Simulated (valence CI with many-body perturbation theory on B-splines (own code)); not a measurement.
**Ce³⁷⁺: key properties**

Method: valence CI with perturbative core correlation (CI+MBPT): three valence electrons over a frozen Dirac-Fock core [Ar], radial functions for each j: 7 s, 7 p, 8 d, 6 f, 4 g, 1 h, with the one-electron correlation potential Σ1 (screened to all orders), the two-electron term Σ2, the three-electron term Σ3, Breit, model QED; selected single and double excitations, second order for the rest, scaled by the run's own slope (own B-spline code, finite nucleus).

No measured spectrum was set against this ion. As an estimate, large intervals hold to a few tenths of a per cent, small ones and those within an open d or f shell to about a per cent. Only levels of the ground parity were solved; by the run's estimate the other parity begins above the list, which can be wrong where configurations are misplaced.

Levels are named by their leading jj configuration (3d3/2^4 stands for four electrons in 3d with j = 3/2), which in mixed levels can hold well under half, so a name can repeat and another be missing.

Rates and lifetimes use the calculated energies. Strong lines usually hold to 10 to 20 %, long lifetimes can be off by a factor of two.

Task: What is the ground level?

Result: (3d3/2^3) J=3/2, composition 58 % 3d3 4F + 31 % 3d3 2D + 7 % 3d3 2P, g = 0.628.

Task: How well does LS coupling describe the low levels?

Result: Among the lowest 19 levels the leading LS term, summed over configurations, holds 62 % on average. For single configurations the figures are 62 % in LS and 88 % in jj coupling. Terms mix most in the J = 3/2 level at 181920 cm⁻¹, where the leading one holds 41 %.

Task: What is the ionisation energy?

Result: 2600.2 eV; NIST lists 2600 ± 4 eV (theoretical).

Task: Name the longest-lived excited levels whose lifetime is computed, and their main decay.

Result: (3d3/2^2 3d5/2) J=9/2 at 200390 cm⁻¹ lives 84.7 ms, mostly by M1 to (3d3/2^2 3d5/2) J=7/2.
